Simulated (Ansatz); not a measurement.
Consider the ligand exchange at a B–S bond: `CSB(F)Cl` + H–F → `FB(F)Cl` + CH₃SH.

Computed with Ansatz on PBE0-D4/def2-TZVP structures; ΔE is electronic, products minus reactants. CBS: MP2 limit from def2 TZ/QZ plus the TZ coupled-cluster correction, frozen cores. This one scheme is used for every species. Functionals use def2-TZVPP. HSE06 is defined as in plane-wave codes. One conformer a species, not always the lowest.

`CSB(F)Cl`:

Z-matrix (Å, degrees):
```
C
S 1 1.811
H 1 1.088 2 110.7
H 1 1.089 2 106.6 3 118.9
H 1 1.088 2 110.7 3 -122.3
B 2 1.783 1 101.5 3 61.3
Cl 6 1.752 2 119.4 1 -180.0
F 6 1.322 2 122.0 1 0.0
```

H–F:

```xyz
2

F    -0.335   -0.211    0.234
H     0.335    0.211   -0.234
```

`FB(F)Cl`:

Cartesian coordinates in Å:
```
F -1.188 -0.565 0.366
B -0.075 0.050 0.048
F 0.060 1.317 0.353
Cl 1.204 -0.803 -0.766
```

CH₃SH:

Cartesian coordinates in Å:
```
C -0.374 0.088 -0.306
S 1.139 0.496 0.592
H -0.220 -0.742 -0.994
H -0.632 0.975 -0.885
H -1.196 -0.133 0.375
H 1.283 -0.682 1.218
```

Q: Is it downhill or uphill in electronic energy at CCSD(T)/CBS, and by how much? (Estimate.)

A: The calculation gave: Downhill: ΔE = -61.7 kJ/mol.

Q: What do these levels give: B97M-V, HSE06-D4, BHLYP-D4, PBE-QIDH, BLYP, r2SCAN0? (Best estimate.)

A: Computed: B97M-V -72.3, HSE06-D4 -60.2, BHLYP-D4 -75.5, PBE-QIDH -64.6, BLYP -76.3, r2SCAN0 -69.7 kJ/mol.

Largest T1 diagnostic among the species: 0.012.

In def2-TZVPP, CCSD(T) changes the Hartree–Fock value by +29.7 kJ/mol (the triples alone add +5.6 kJ/mol) and MP2 by +37.3 kJ/mol. From BLYP to BHLYP (50 % exact exchange), in def2-TZVPP and without D4, ΔE moves by −7.3 kJ/mol.
